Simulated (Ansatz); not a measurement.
Reaction (formal hydrolysis of the Si–Sb bond): `[OH][SbH][SiH2][SeH]` + H₂O → `O[SiH2][SeH]` + `[OH][SbH2]`

Gas-phase electronic energies from Ansatz, PBE0-D4/def2-TZVP geometries. CCSD(T)/CBS is the MP2 limit (def2-TZVPP, def2-QZVPP) plus CCSD(T) − MP2 in def2-TZVPP, frozen cores. This one scheme is used for every species. DFT in def2-TZVPP. HSE06 is defined as in plane-wave codes. Elements past krypton have def2 core potentials. For Sb, Se outer-core shells are correlated without core-valence functions, which leaves a few kJ/mol of doubt a bond. Scalar relativity is left out up to krypton. One conformer a species, not always the lowest.

(1) Is it downhill or uphill in electronic energy at CCSD(T)/CBS, and by how much? (Best estimate.)

(2) What do these levels give: PBE-D4, HSE06-D4, ωB97X-V, B2PLYP, revPBE, r2SCANh, MP2/def2-SVP, HF/def2-TZVPP, SCS-MP2/def2-TZVPP, CCSD(T)/def2-TZVPP, HF/def2-QZVPP, HF/CBS(def2)? (Estimate.)

Largest T1 diagnostic among the species: 0.014.

Answers

(1) The calculation gave: Downhill: ΔE = -50.0 kJ/mol.

(2) The calculation gave: PBE-D4 -37.3, HSE06-D4 -42.5, ωB97X-V -61.6, B2PLYP -64.3, revPBE -48.8, r2SCANh -58.1, MP2/def2-SVP -49.0, HF/def2-TZVPP -92.6, SCS-MP2/def2-TZVPP -64.6, CCSD(T)/def2-TZVPP -58.5, HF/def2-QZVPP -94.5, HF/CBS(def2) -94.8 kJ/mol.

From BLYP to BHLYP (50 % exact exchange), in def2-TZVPP and without D4, ΔE moves by −10.1 kJ/mol. In def2-TZVPP, CCSD(T) changes the Hartree–Fock value by +34.1 kJ/mol (the triples alone add +5.9 kJ/mol) and MP2 by +38.7 kJ/mol. The D4 term adds +13.1 kJ/mol with B3LYP and +7.3 kJ/mol with PBE0; it sums over pairs of atoms, weighted by their polarisabilities, and B3LYP, whose exchange is more repulsive, gets the larger term.

B3LYP here is the variant with VWN-RPA as its local correlation; programs differ in this.
